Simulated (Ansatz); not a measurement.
B₅Cl₃. Charge 0, multiplicity 1. Geometry B3LYP-D4/def2-SVP.

```xyz
8

B     0.561   -1.131   -0.969
B     1.519   -0.025   -0.474
B    -0.115    0.063    0.081
B     1.424    1.199    0.420
B    -0.904   -1.488   -0.783
Cl   -2.514   -2.020   -0.679
Cl    1.485    2.595    1.387
Cl   -1.456    0.807    1.016
```

Another isomer (singlet) lies 0.51 eV lower at PBE0-D4/def2-TZVP; other spin states weren't run for this one.

Q: Estimate the orbital energies around the gap (eV) in Ansatz with HF/STO-3G, PBE-D4/def2-SVP, PBE-D4/def2-TZVP, PBE0-D4/def2-SVP, ωB97X-V/def2-TZVP.

A: 
| orbital | HF/STO-3G | PBE-D4/def2-SVP | PBE-D4/def2-TZVP | PBE0-D4/def2-SVP | ωB97X-V/def2-TZVP |
| --- | --- | --- | --- | --- | --- |
| HOMO−9 | -13.55 | -9.78 | -9.87 | -11.40 | -14.11 |
| HOMO−8 | -13.07 | -9.64 | -9.72 | -11.12 | -13.71 |
| HOMO−7 | -12.98 | -9.47 | -9.54 | -10.93 | -13.53 |
| HOMO−6 | -12.79 | -9.34 | -9.43 | -10.91 | -13.45 |
| HOMO−5 | -12.16 | -8.73 | -8.88 | -10.27 | -12.79 |
| HOMO−4 | -11.49 | -8.53 | -8.65 | -9.96 | -12.48 |
| HOMO−3 | -11.08 | -7.85 | -7.98 | -9.33 | -11.82 |
| HOMO−2 | -9.61 | -7.25 | -7.42 | -8.55 | -11.00 |
| HOMO−1 | -7.76 | -6.79 | -6.93 | -7.76 | -9.84 |
| HOMO | -7.36 | -5.58 | -5.74 | -6.69 | -8.89 |
| LUMO | 2.38 | -4.18 | -4.32 | -3.52 | -1.60 |
| LUMO+1 | 5.50 | -1.89 | -2.12 | -1.14 | 0.69 |
| LUMO+2 | 7.29 | -1.23 | -1.44 | -0.37 | 1.59 |
| LUMO+3 | 7.67 | -0.92 | -1.18 | 0.09 | 2.21 |
| LUMO+4 | 8.58 | 0.00 | -0.32 | 0.90 | 2.69 |
| LUMO+5 | 11.16 | 0.97 | 0.17 | 1.91 | 2.69 |
